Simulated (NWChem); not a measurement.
SiHSClF$_{2}$; SMILES F[Si](F)(S)Cl

```xyz
6

F     -1.3038    -0.0063    -1.2921
Si    -0.3319     0.0009     0.0011
F     -1.2776    -0.1321     1.3105
S      0.7412     1.8271    -0.0485
Cl     0.8732    -1.6566    -0.0276
H      1.5644     1.4292     0.9631
```
Atoms are numbered in this order, from 1.

Program: NWChem. Pople sets run with spherical d functions. The geometry was optimised at PBE-D3(BJ)/def2-SVP. Static field.

### Question
Among these, which level gives the lowest value of “isotropic polarisability (bohr³)”?
(A) LC-BLYP (range parameter 0.33 per bohr)/6-31+G*
(B) B3LYP/6-31+G*
(C) PBE/6-31+G*
(D) Hartree-Fock/6-31+G*

### Answer
D, Hartree-Fock/6-31+G*. Values: Hartree-Fock/6-31+G* 45.6; LC-BLYP (range parameter 0.33 per bohr)/6-31+G* 51.1; B3LYP/6-31+G* 51.2; PBE/6-31+G* 53.3
